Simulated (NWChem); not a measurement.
Everything below was run with NWChem. System: CH3Li, charge 0, spin multiplicity 1, at a geometry optimised with PBE0/def2-SVP. The structure started from a generated list of species. Level: RHF/cc-pVTZ.

The NWChem input:

```
start mol
memory heap 200 mb stack 900 mb global 1100 mb
geometry units angstroms nocenter noautoz
  Li     0.928723    -1.290739     0.000000
  C     -0.223106     0.310075     0.000000
  H     -0.894857     0.373886     0.879879
  H     -0.894857     0.373886    -0.879879
  H      0.342180     1.263994     0.000000
  symmetry group Cs
end
basis spherical
  * library cc-pvtz
end
scf
  rhf
  nopen 0
  maxiter 100
  thresh 1e-7
  semidirect memsize 60000000 filesize 0
end
task scf energy
```

NWChem printed:

```
             Northwest Computational Chemistry Package (NWChem) 7.3.0
             --------------------------------------------------------

                                NWChem Input Module
                                -------------------

 Scaling coordinates for geometry "geometry" by  1.889725989
 (inverse scale =  0.529177249)

 Turning off AUTOSYM since
 SYMMETRY directive was detected!

                             Geometry "geometry" -> ""
                             -------------------------

 Output coordinates in angstroms (scale by  1.889725989 to convert to a.u.)

  No.       Tag          Charge          X              Y              Z
 ---- ---------------- ---------- -------------- -------------- --------------
    1 Li                   3.0000     0.92872300    -1.29073900     0.00000000
    2 C                    6.0000    -0.22310600     0.31007500     0.00000000
    3 H                    1.0000    -0.89485700     0.37388600     0.87987900
    4 H                    1.0000    -0.89485700     0.37388600    -0.87987900
    5 H                    1.0000     0.34218000     1.26399400     0.00000000

 Effective nuclear repulsion energy (a.u.)      16.1392696152

            Nuclear Dipole moment (a.u.)
            ----------------------------
        X                 Y               Z
 ---------------- ---------------- ----------------
    -0.0000018897    -0.0000018897     0.0000000000

      Symmetry information
      --------------------

 Group name             Cs
 Group number              2
 Group order               2
 No. of unique centers     4

      Symmetry unique atoms

     1    2    3    5


 Summary of "ao basis" -> "" (spherical)
 ------------------------------------------------------------------------------
       Tag                 Description            Shells   Functions and Types
 ---------------- ------------------------------  ------  ---------------------
 *                          cc-pvtz                   on all atoms

 Summary of "ao basis" -> "ao basis" (spherical)
 ------------------------------------------------------------------------------
[...]
  ----- ------------  ---------------      ----- ------------  ---------------
    90      0.257478  5 H  s                 38      0.219509  2 C  px
    35      0.179209  2 C  px                89      0.161695  5 H  s
    91      0.160620  5 H  s                 39      0.157948  2 C  py

 Vector    6  Occ=2.000000D+00  E=-2.879094D-01  Symmetry=a'
              MO Center= -1.8D-02,  2.5D-02, -2.8D-15, r^2= 1.6D+00
   Bfn.  Coefficient  Atom+Function         Bfn.  Coefficient  Atom+Function
  ----- ------------  ---------------      ----- ------------  ---------------
     3      0.318834  1 Li s                 39     -0.257302  2 C  py
    36     -0.199398  2 C  py                42     -0.190454  2 C  py
    38      0.185142  2 C  px                 2      0.173327  1 Li s

 Vector    7  Occ=0.000000D+00  E= 2.240803D-03  Symmetry=a'
              MO Center=  1.9D+00, -2.6D+00,  6.6D-13, r^2= 7.4D+00
   Bfn.  Coefficient  Atom+Function         Bfn.  Coefficient  Atom+Function
  ----- ------------  ---------------      ----- ------------  ---------------
     4      0.941312  1 Li s                 12     -0.376449  1 Li py
    11      0.270860  1 Li px                34     -0.231167  2 C  s

 Vector    8  Occ=0.000000D+00  E= 3.803237D-02  Symmetry=a'
              MO Center=  1.1D+00, -1.5D+00, -6.8D-10, r^2= 1.9D+01
   Bfn.  Coefficient  Atom+Function         Bfn.  Coefficient  Atom+Function
  ----- ------------  ---------------      ----- ------------  ---------------
    11      0.930443  1 Li px                12      0.669472  1 Li py
    91     -0.294895  5 H  s                  8     -0.179888  1 Li px
    41      0.150814  2 C  px

 Vector    9  Occ=0.000000D+00  E= 3.803240D-02  Symmetry=a"
              MO Center=  1.1D+00, -1.5D+00,  6.9D-10, r^2= 1.9D+01
   Bfn.  Coefficient  Atom+Function         Bfn.  Coefficient  Atom+Function
  ----- ------------  ---------------      ----- ------------  ---------------
    13      1.146261  1 Li pz                63     -0.255386  3 H  s
    77      0.255386  4 H  s                 10     -0.221614  1 Li pz
    43      0.185793  2 C  pz

 center of mass
 --------------
 x =   0.20404962 y =  -0.28358713 z =   0.00000000

 moments of inertia (a.u.)
 ------------------
          56.417707480898          32.574768358643           0.000000000000
          32.574768358643          34.583610503183           0.000000000000
           0.000000000000           0.000000000000          79.856096711645

  Mulliken analysis of the total density
  --------------------------------------

    Atom       Charge   Shell Charges
 -----------   ------   -------------------------------------------------------
    1 Li   3     2.64   1.98 -0.00  0.31  0.03  0.19  0.07  0.01  0.04  0.01  0.01
    2 C    6     6.56   1.96  0.82  0.15  0.41  0.79  1.54  0.86  0.01  0.03  0.00
    3 H    1     0.93   0.26  0.49  0.15  0.01  0.02  0.00
    4 H    1     0.93   0.26  0.49  0.15  0.01  0.02  0.00
    5 H    1     0.93   0.26  0.49  0.15  0.01  0.02  0.00

       Multipole analysis of the density wrt the origin
       ------------------------------------------------

     L   x y z        total         open         nuclear
     -   - - -        -----         ----         -------
     0   0 0 0     -0.000000      0.000000     12.000000

     1   1 0 0      1.359927      0.000000     -0.000002
     1   0 1 0     -1.890046      0.000000     -0.000002
     1   0 0 1      0.000000      0.000000      0.000000

     2   2 0 0     -5.980518      0.000000     16.444259
     2   1 1 0     -3.724121      0.000000    -15.169632
     2   1 0 1     -0.000000      0.000000      0.000000
     2   0 2 0     -3.484277      0.000000     26.612153
     2   0 1 1      0.000000      0.000000      0.000000
     2   0 0 2     -8.660098      0.000000      5.529344

 Task  times  cpu:        1.8s     wall:        1.8s

 Total times  cpu:        1.8s     wall:        1.8s
```
